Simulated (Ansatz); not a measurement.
selenium hexafluoride (F₆Se), singlet, at a GFN2-xTB geometry. Base run: Ansatz (a first-principles code) with B3LYP/STO-3G.

The Ansatz input:
Ansatz 0.2 input:
```yaml
crystal:
  periodic: [false, false, false]
  atoms:
    - {symbol: F, position_ang: [0.97227429, -1.31989934, -0.49748921]}
    - {symbol: Se, position_ang: [-0.00000000, 0.00000000, 0.00000000]}
    - {symbol: F, position_ang: [1.22973411, 1.08914258, -0.48628133]}
    - {symbol: F, position_ang: [-1.22973411, -1.08914258, 0.48628133]}
    - {symbol: F, position_ang: [-0.69092966, 0.08112488, -1.56556125]}
    - {symbol: F, position_ang: [0.69092966, -0.08112488, 1.56556125]}
    - {symbol: F, position_ang: [-0.97227429, 1.31989934, 0.49748921]}
basis:
  gaussian:
    orbitals: STO-3G
hamiltonian:
  xc: b3lyp
```

The base run was repeated with changes; each row names its change, and settings that it needs were set with it.

```csv
change,E (Eh)
base,-2964.79835
functional = b3lyp; dispersion = d3bjatm,?
functional = revpbe,?
functional = BHLYP,-2964.80788
functional = hf,-2961.35552
functional = hse06,?
functional = b3lyp5,-2964.45501
functional = B97M-V,?
functional = pbe0,-2964.18036
functional = wB97X-V,-2964.56440
functional = cam_b3lyp,-2964.70137
functional = blyp,-2964.57224
functional = pbe,-2963.88705
```

Q: Some entries are withheld; supply them.

A: 
- functional = b3lyp; dispersion = d3bjatm, E (Eh): -2964.80691
- functional = revpbe, E (Eh): -2964.48754
- functional = hse06, E (Eh): -2964.16180
- functional = B97M-V, E (Eh): -2964.71006

Absolute energies of different levels of theory aren't comparable as measures of quality.
